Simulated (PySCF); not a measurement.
**Structure from NMR data**

Molecular formula: C6H7FOSi. Simulated spectra:

¹H NMR (600 MHz, computed): δ 7.73 (m, 1H), 7.61 (m, 1H), 7.38 (m, 1H), 7.30 (m, 1H), 5.48 (s, 2H), 1.36 (br s, 1H).

¹³C{¹H} NMR (computed): δ 172.6 (C), 144.5 (C), 135.3 (CH), 133.0 (CH), 124.7 (CH), 123.1 (CH).

PySCF calculation with NMR shieldings at PBE0/pcSseg-1/GIAO and structure optimised with GFN2-xTB; relativity neglected, averaged over atoms made equivalent by symmetry, fast rotation or ring inversion, one conformer, isolated molecule.

δ = σ(ref) − σ, references computed at the same level: ¹H (σref 31.72), ¹³C (σref 186.93) vs TMS.

Choose the structure that fits.
A. CC#C[SiH2]/C(F)=C\C=O
B. O[SiH2]c1cccc(F)c1
C. Fc1cccc(O[SiH3])c1

Answers

B. 

Rings plus π bonds: 4 (1 ring in the answer). 6 carbon signals for 6 carbons: no two carbons are equivalent. Carbon types of the structure: 2 × C, 4 × CH, leaving 3 H on heteroatoms. δC 172.6: aromatic carbon bearing fluorine; σ withdrawal by the attached heteroatom moves it downfield of the ring CH carbons. δC 144.5: substituted aromatic carbon. δC 135.3, 133.0, 124.7, 123.1: aromatic CH. δH 7.73, 7.61, 7.38, 7.30: hydrogen on an aromatic CH; ring-current deshielding. δH 1.36: hydrogen on an oxygen bonded to Si; labile proton, position sensitive to the medium.

The others: CC#C[SiH2]/C(F)=C\C=O would give 4 signals for carbon-bound and other non-exchanging H, not 5; Fc1cccc(O[SiH3])c1 has carbons computed at 173.5, 163.5, 136.4, 121.1, 113.6, 106.7.

OH/NH shifts are gas-phase values; hydrogen bonding in solution moves them, usually downfield. Splittings by ¹⁹F in the carbon and heteronuclear signals aren't shown, as no couplings were computed. Shifts are as computed. Against solution values, carbons near 30 ppm lie about +3 ppm off and those near 130 ppm about +5 ppm (rms about the fit 2.1 ppm; single classes can miss by 10 ppm). Of 1328 compounds with measured shifts, 309 miss one by over three times the rms of a fit or turn the order of signals round; such compounds aren't used in these exercises. Signals without a measured value on file couldn't be tested in this way; 1H shifts scatter by 0.2 ppm about their fit, and single ones miss by 0.5 ppm. Multiplicities follow the n + 1 count of equivalent neighbours, as no J values were calculated; m marks all less simple cases, F and P coupling included.
